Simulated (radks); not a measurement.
Spin polarisation of the 3p3 shell in the chlorine ion Cl2+. Start: [Ne] 3s2 3p(up 1.5, down 1.5); electrons of 3p are moved from spin down to spin up, other shells keep equal spins. Method: non-relativistic Kohn-Sham, r2SCAN, spin-polarised, spherical densities, point nucleus; meta-GGA in the generalised Kohn-Sham scheme; computed with a radial shooting solver on a logarithmic mesh with Libxc functionals.

| moment (Bohr magnetons) | E - E(0) (eV) | e(3p up) (eV) | e(3p down) (eV) | 3s down minus up (eV) | 2p down minus up (eV) |
|---|---|---|---|---|---|
| 0 | 0.000 | -31.879 | -31.879 | 0.000 | 0.000 |
| 0.75 | -0.227 | -32.449 | -31.235 | 1.281 | 0.242 |
| 1.5 | -0.914 | -32.952 | -30.497 | 2.586 | 0.486 |
| 2.25 | -2.079 | -33.393 | -29.613 | 3.967 | 0.728 |
| 3 | -3.761 | -33.770 | -28.616 | 5.490 | 0.966 |

At moment 3 the spin-polarisation energy is -3.761 eV and the 3p exchange splitting 5.154 eV, that is 1.718 eV per Bohr magneton; E = -I m^2/4 would give I = 1.672 eV.
